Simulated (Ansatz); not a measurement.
`FC#[C][GeH3]` + HCl → `[Cl][GeH3]` + `C#CF` at 600 K and 1 bar (ligand exchange at a Ge–C bond).

Program: Ansatz. Geometries: PBE0-D4/def2-TZVP. ΔE: electronic, gas phase. CCSD(T)/CBS is the MP2 limit (def2-TZVPP, def2-QZVPP) plus CCSD(T) − MP2 in def2-TZVPP, frozen cores. This one scheme is used for every species. For Ge outer-core shells are correlated without core-valence functions, which leaves a few kJ/mol of doubt a bond. Scalar relativity is left out up to krypton.

| species | CCSD(T)/CBS energy (Eh) | H − E (kJ/mol) | S (J/(mol·K)) |
| --- | --- | --- | --- |
| `FC#[C][GeH3]` | -2253.70460 | 139.9 | 373.2 |
| HCl | -460.38127 | 35.4 | 207.2 |
| `[Cl][GeH3]` | -2537.71925 | 96.6 | 309.8 |
| `C#CF` | -176.38388 | 82.8 | 269.3 |

H − E and S are ideal-gas, rigid-rotor, harmonic terms from PBE0-D4/def2-TZVP. 1 Eh = 2625.50 kJ/mol, R = 8.31446 J/(mol·K).

Question: By hand: ΔE, ΔH, ΔS and ΔG.

Answer: ΔE = (-2537.71925) + (-176.38388) − (-2253.70460) − (-460.38127) = -0.01726 Eh = -45.3 kJ/mol. Δ(H − E) = 96.6 + 82.8 − 139.9 − 35.4 = 4.1, so ΔH = -41.2 kJ/mol. ΔS = 309.8 + 269.3 − 373.2 − 207.2 = -1.3 J/(mol·K). ΔG = -41.2 − 600 × (-1.3)/1000 = -40.4 kJ/mol.

Question: By hand: the equilibrium constant, and the temperature at which ΔG would vanish if ΔH and ΔS stayed fixed.

Answer: log₁₀ K = −ΔG/(RT ln 10) = 3.5. ΔG = 0 at ΔH/ΔS = 31692 K, far beyond where these terms or the molecules hold.

The number of gas molecules stays the same, so ΔS is small and ΔH decides. A doubt of 5 kJ/mol in ΔE shifts log₁₀ K by 0.4 here. These are equilibria of isolated gas molecules and say nothing of rates. Largest T1 diagnostic: 0.013 (customary marks: 0.02 for closed shells, 0.045 for open ones).
